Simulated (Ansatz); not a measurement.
`C[AsH][SiH3]` + `[OH][Sn][F]` → `C[O][Sn][F]` + `[SiH3][AsH2]`  (substitution at a C–As bond)

Program: Ansatz. Geometries: PBE0-D4/def2-TZVP. ΔE: electronic, gas phase. CBS: MP2 limit from def2 TZ/QZ plus the TZ coupled-cluster correction, frozen cores. DFT in def2-TZVPP. HSE06 is defined as in plane-wave codes. Elements past krypton have def2 core potentials. For As, Sn outer-core shells are correlated without core-valence functions, which leaves a few kJ/mol of doubt a bond. Scalar relativity is left out up to krypton. One conformer a species, not always the lowest.

```
         level  ΔE (kJ/mol)
      HSE06-D4         52.4
       ωB97X-V         48.5
      PBE-QIDH         56.1
          BLYP         43.8
         BHLYP         45.0
       LC-ωPBE         51.4
   HF/def2-SVP         19.6
MP2/def2-QZVPP         63.5
```

What does CCSD(T)/CBS give? (An estimate is asked.)

The calculation gave: +56.3 kJ/mol. The listed levels differ from it by -3.9, -7.8, -0.2, -12.5, -11.3, -4.9, -36.7, 7.2 kJ/mol.

What do rigid-rotor, harmonic-oscillator terms from PBE0-D4/def2-TZVP frequencies (298.15 K, 1 bar) make of the CCSD(T)/CBS value? (Estimate.)

Computed: ΔZPE = -3.2 kJ/mol, ΔH = +53.2 kJ/mol, ΔS = 1 J/(mol·K), ΔG = +53.0 kJ/mol.

Largest T1 diagnostic among the species: 0.018.

Leaving LDA and LC-ωPBE aside and taking each functional with its dispersion term where it has one, the values, not all of them listed here, spread over 11.5 kJ/mol, from CAM-B3LYP-D4 to PBE-QIDH. LDA lies −5.4 kJ/mol from PBE without D4. At CCSD(T), def2-SVP lies −31.4 kJ/mol from the extrapolated value and def2-TZVPP −1.4 kJ/mol. In def2-TZVPP, CCSD(T) changes the Hartree–Fock value by +12.8 kJ/mol (the triples alone add +1.2 kJ/mol) and MP2 by +20.5 kJ/mol.
